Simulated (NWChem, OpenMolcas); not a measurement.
**Worked example: vertical ionisation energy of InNH3 (SMILES [NH2][InH])**

The species is InNH3 (5 atoms), meant as a doublet with charge 0. SMILES: `[NH2][InH]`. The shape is that of a PBE0-D4/def2-TZVP optimisation. This is one conformer, not always the lowest.

```jsonl
{"atom": "N", "x (Å)": "-0.2994", "y (Å)": "-0.7365", "z (Å)": "0.2647"}
{"atom": "In", "x (Å)": "0.8466", "y (Å)": "0.9464", "z (Å)": "0.2960"}
{"atom": "H", "x (Å)": "-0.8468", "y (Å)": "-0.9608", "z (Å)": "-0.5547"}
{"atom": "H", "x (Å)": "0.0176", "y (Å)": "-1.5856", "z (Å)": "0.7076"}
{"atom": "H", "x (Å)": "0.3319", "y (Å)": "2.2626", "z (Å)": "-0.7551"}
```

Both states at this one shape; open shells run unrestricted unless said. 1 Eh = 27.2114 eV.

| level | program | doublet InNH3 (Eh) | singlet [InNH3]+ (Eh) |
| --- | --- | --- | --- |
| UHF/3-21G | OpenMolcas | -5770.591120 | -5770.329692 |
| UHF/def2-SVP (core potential) | OpenMolcas | -245.324645 | -245.052141 |
| UCCSD(T)/def2-SVP (core potential), 5 core orbitals frozen | NWChem | -245.607694 | -245.335918 |

Question: Work out the vertical ionisation energy at each level.

Answer: 
1. UHF/3-21G: -5770.329692 − (-5770.591120) = 0.261428 Eh = 7.11 eV.
2. UHF/def2-SVP (core potential): -245.052141 − (-245.324645) = 0.272504 Eh = 7.42 eV.
3. UCCSD(T)/def2-SVP (core potential): -245.335918 − (-245.607694) = 0.271776 Eh = 7.40 eV.

No measured value is set beside it here; the levels span 7.11 to 7.42 eV. Spin-orbit coupling, which splits open shells on such heavy atoms by tenths of an eV, is left out. All-electron rows are non-relativistic unless named.
